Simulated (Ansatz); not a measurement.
Program: Ansatz. Geometries: PBE0-D4/def2-TZVP. ΔE: electronic, gas phase. CCSD(T)/CBS adds triple-zeta CCSD(T) − MP2 to the extrapolated MP2 energy (def2 sets, frozen cores). This one scheme is used for every species. Functionals use def2-TZVPP. B3LYP here is the variant with VWN-RPA as its local correlation; programs differ in this. For Ge outer-core shells are correlated without core-valence functions, which leaves a few kJ/mol of doubt a bond. Scalar relativity is left out up to krypton. One conformer a species, not always the lowest.

`C[NH][GeH2][NH]C` + H₂ → `C[NH][GeH3]` + CH₃NH₂  (hydrogenolysis of a Ge–N bond)

Problem. Is it downhill or uphill in electronic energy at CCSD(T)/CBS, and by how much? (Best estimate.)

Solution. Ansatz gave: Nearly level: ΔE = -0.1 kcal/mol.

Problem. What do these levels give: PBE-D4, PBE0-D4, B3LYP-D4, ωB97M-V, r2SCAN, B3LYP, HF/def2-TZVPP, MP2/def2-TZVPP, SCS-MP2/def2-TZVPP, HF/def2-QZVPP, HF/CBS(def2), MP2/CBS(def2)? (Estimate.)

Solution. The calculation gave: PBE-D4 -1.0, PBE0-D4 -1.7, B3LYP-D4 -0.8, ωB97M-V -1.1, r2SCAN -1.2, B3LYP -4.2, HF/def2-TZVPP -5.8, MP2/def2-TZVPP 1.7, SCS-MP2/def2-TZVPP 0.3, HF/def2-QZVPP -6.0, HF/CBS(def2) -6.0, MP2/CBS(def2) 1.8 kcal/mol.

Largest T1 diagnostic among the species: 0.011.

In def2-TZVPP, CCSD(T) changes the Hartree–Fock value by +5.6 kcal/mol (the triples alone add +1.2 kcal/mol) and MP2 by +7.6 kcal/mol. The D4 term adds +3.3 kcal/mol with B3LYP and +1.9 kcal/mol with PBE0; it sums over pairs of atoms, weighted by their polarisabilities, and B3LYP, whose exchange is more repulsive, gets the larger term.
